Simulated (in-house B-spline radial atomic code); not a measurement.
Values are calculated unless marked as measured or tabulated.
# Stopping and range of 2 keV Cl in Ge

The pair potential comes from two frozen, spherical free-atom densities (PBE, B-spline radial code, scalar-relativistic past argon): electrostatics plus the change in Thomas-Fermi kinetic and Dirac exchange energy where they overlap, the recipe behind the universal ZBL potential, which averages such potentials (from solid-state densities) over many pairs. It is written V = (Z1 Z2 e²/r) φ(r/a), with e² = 14.3996 eV·Å and a = 0.46850 Å/(Z1^0.23 + Z2^0.23); ZBL's fit is φ = 0.18175 e^(−3.1998x) + 0.50986 e^(−0.94229x) + 0.28022 e^(−0.4029x) + 0.02817 e^(−0.20162x). Where φ falls below 4e-4 it is continued as an exponential.

The target is taken as amorphous, with density 5.3234 g/cm³ (NSM archive of the Ioffe Institute); channelling is ignored. Masses: Cl 35.45, Ge 72.63 u. Nuclear stopping is S_n = 4π a Z1 Z2 e² M1/(M1 + M2) × s_n(ε), with s_n integrated over impact parameters for each pair. Electronic stopping is Lindhard and Scharff's S_e = Z1^(1/6) 8π e² a0 Z1 Z2/(Z1^(2/3) + Z2^(2/3))^(3/2) × v/v0, with a0 = 0.529177 Å and v = v0 at 24.801 keV/u; it misses the oscillations with Z1 seen in experiment, which reach tens of per cent. Compounds add by atom fraction.

```
target atom    a (Å)  ε at this energy  s_n, this pair  s_n, ZBL potential
         Ge  0.11322           0.01943          0.2141              0.2085
```

Q: What are the atom density and the stopping powers at entry?

A: N = 5.3234 × 0.602214/72.63 = 0.04414 atoms/Å³. For Ge: S_n = 3656 × 0.2141 = 782.8 eV·Å², S_e = 2.6128 × √2000 = 116.8 eV·Å². Averaged over the target's atoms and times N × 10 Å/nm, the ion loses N S_n = 346 eV/nm to recoils and N S_e = 51.6 eV/nm to electrons; the nuclear share is 87 %.

Along the track:

```json
{"E (keV)": "0.1", "N S_n (eV/nm)": "93.2", "N S_e (eV/nm)": "11.5"}
{"E (keV)": "0.3", "N S_n (eV/nm)": "163", "N S_e (eV/nm)": "20"}
{"E (keV)": "0.6", "N S_n (eV/nm)": "219", "N S_e (eV/nm)": "28.2"}
{"E (keV)": "1", "N S_n (eV/nm)": "267", "N S_e (eV/nm)": "36.5"}
{"E (keV)": "1.5", "N S_n (eV/nm)": "312", "N S_e (eV/nm)": "44.7"}
{"E (keV)": "2", "N S_n (eV/nm)": "346", "N S_e (eV/nm)": "51.6"}
```

Q: Estimate the path length and the projected range.

A: With continuous slowing down the path is the integral of dE/(N (S_n + S_e)). Trapezoids over the table give 7.25 nm, and the stretch below the first row, with stopping taken as √E, adds 2E/(N S) = 1.9 nm: 9.16 nm in all, against 8.72 nm on a fine grid from 5 eV, a cut that itself drops some per cent of so short a path. Deflections shorten the depth: to first order in the energy passed on, N (S_n + S_e) dR_p/dE = 1 − N S_n (M2/M1) R_p/(2E), summed over the target's atoms, and integrating this on the fine grid gives R_p = 3.36 nm, 0.39 of the path. Lindhard's rule of thumb R/(1 + M2/3M1), with mean M2/M1 = 2.05, gives 5.18 nm; it is meant for M2/M1 below about 2. On the ZBL potential the same equation gives 3.45 nm, and the full integral equation, which keeps hard collisions, 3.55 nm.
